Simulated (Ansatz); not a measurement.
```yaml
crystal:
  periodic: [false, false, false]
  atoms:
    - {symbol: C, position_ang: [-1.624551, 0.183947, 0.962544]}
    - {symbol: O, position_ang: [-0.790384, 0.890942, 0.082808]}
    - {symbol: B, position_ang: [0.372198, 0.340556, -0.404071]}
    - {symbol: C, position_ang: [0.853298, -1.110064, -0.015661]}
    - {symbol: N, position_ang: [1.113104, 1.156093, -1.276485]}
    - {symbol: H, position_ang: [-2.005011, -0.738904, 0.511151]}
    - {symbol: H, position_ang: [-1.109371, -0.075113, 1.894018]}
    - {symbol: H, position_ang: [-2.474732, 0.822956, 1.206446]}
    - {symbol: H, position_ang: [1.795310, -1.385657, -0.493736]}
    - {symbol: H, position_ang: [0.108944, -1.863013, -0.294661]}
    - {symbol: H, position_ang: [0.992086, -1.205523, 1.066261]}
    - {symbol: H, position_ang: [1.976415, 0.867094, -1.695927]}
    - {symbol: H, position_ang: [0.813093, 2.081886, -1.527885]}
basis:
  gaussian: {orbitals: "6-31++G**"}
total_charge: -2
magnetization: {spin_polarized: true, initial_magnetization: 0}
hamiltonian: {xc: {name: r2SCAN0}, dispersion: d3bjatm}
```

```sh
$ ansatz run in.yaml --threads 4 --pin off --events-out ev --progress --plain --max-ram 10444MiB
```

Output, abridged:

```
Functional definition: r2SCAN0
  name "r2SCAN0"
  cite "Bursch, Neugebauer, Ehlert & Grimme, J. Chem. Phys. 156, 134105 (2022) doi:10.1063/5.0086040"
  cite "Furness, Kaplan, Ning, Perdew & Sun, J. Phys. Chem. Lett. 11, 8208 (2020) doi:10.1021/acs.jpclett.0c02405"
  cite "Furness, Kaplan, Ning, Perdew & Sun, J. Phys. Chem. Lett. 11, 9248 (2020) doi:10.1021/acs.jpclett.0c03077"
  parent r2scan
  parameter a = 0.25
  parameter k0 = 0.174
  parameter k1 = 0.065
  parameter a1 = 4.9479
  exchange = (1 - a)*r2scan_x(k0 = k0, k1 = k1, a1 = a1) + a*exact_x
  correlation = r2scan_c
1441 factors; their error is unknown
mean field evaluation 1: about -6407.9511 eV, gradient 3.1e1 eV
mean field evaluation 2: about -6405.6679 eV, gradient 3.9e1 eV
mean field evaluation 4: about -6412.1422 eV, gradient 4.4e0 eV
mean field evaluation 8: about -6412.5071 eV, gradient 3.2e-1 eV
mean field evaluation 16: about -6412.4804 eV, gradient 1.7e-3 eV
mean field evaluation 32: about -6412.7315 eV, gradient 5.0e-2 eV
mean field -6412.73138361 eV, -235.6635316420 hartree, gradient 5.1e-6 eV, S^2 0.861654; 14 other end points of the search recorded, 0 dependent functions left out
reference -6412.73140998 eV, -235.6635326111 hartree; 21, 21 occupied and 122, 122 virtual orbitals, 1441 factors
Total energy: -6412.80293762 eV, -235.6661612035 hartree
```

Problem. Something in this input is off. What?

Solution. The charge is far from anything that the molecule holds. The run converged. The result belongs to that input, not to the molecule as meant.
